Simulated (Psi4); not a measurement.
C$_{6}$H$_{4}$Cl, doublet, geometry from GFN2-xTB; Psi4 1.11 with CCSD(T)/STO-3G.

Psi4 was given this input:
```
memory 2 GB

molecule {
0 2
Cl   -1.23158168    1.78779842    0.11037424
C    -0.24903294    0.36150318    0.02231831
C    -0.86478632   -0.87848864   -0.02994881
C    -0.07467049   -2.02421734   -0.10069720
C     1.27785936   -1.85497640   -0.11452164
C     1.91899080   -0.65304962   -0.06459062
C     1.13002066    0.49346705    0.00617853
H    -1.94095717   -0.95740572   -0.01614208
H    -0.53509881   -2.99895891   -0.14217376
H     2.99461806   -0.57134804   -0.07824815
H     1.58803999    1.46971016    0.04777049
}

set {
  basis sto-3g
  reference uhf
  cc_type df
  mp2_type df
  scf_type df
}

energy('ccsd(t)')
print_variables()
```

Write the output that Psi4 gives for this input, abridged.


```
Traceback (most recent call last):
  File "psi4", line 375, in <module>
  File "<string>", line 35, in <module>
  File "site-packages/psi4/driver/driver.py", line 461, in energy
  File "site-packages/psi4/driver/task_planner.py", line 255, in task_planner
  File "site-packages/psi4/driver/driver_util.py", line 222, in negotiate_derivative_type
  File "site-packages/psi4/driver/driver_util.py", line 344, in highest_analytic_derivative_available

psi4.driver.p4util.exceptions.MissingMethodError: Method=ccsd(t) is not available for any derivative level under conditions CC_TYPE=DF, REFERENCE=UHF, FREEZE_CORE=FALSE, QC_MODULE=(auto). See https://psicode.org/psi4manual/master/introduction.html#ss-ccsd-prt-pr. Or did you mean? ccsd(at) a-ccsd(t) ccsd(t)_l bccd(t) qcisd(t)

Printing out the relevant lines from the Psithon --> Python processed input file:
    core.set_global_option("BASIS", "sto-3g")
    core.set_global_option("REFERENCE", "uhf")
    core.set_global_option("CC_TYPE", "df")
    core.set_global_option("MP2_TYPE", "df")
    core.set_global_option("SCF_TYPE", "df")
--> energy('ccsd(t)')
    print_variables()

!----------------------------------------------------------------------------------!
!                                                                                  !
!  Method=ccsd(t) is not available for any derivative level under conditions       !
!     CC_TYPE=DF, REFERENCE=UHF, FREEZE_CORE=FALSE, QC_MODULE=(auto). See          !
!     https://psicode.org/psi4manual/master/introduction.html#ss-ccsd-prt-pr. Or   !
!     did you mean? ccsd(at) a-ccsd(t) ccsd(t)_l bccd(t) qcisd(t)                  !
!                                                                                  !
!----------------------------------------------------------------------------------!
```

The program refused the input.
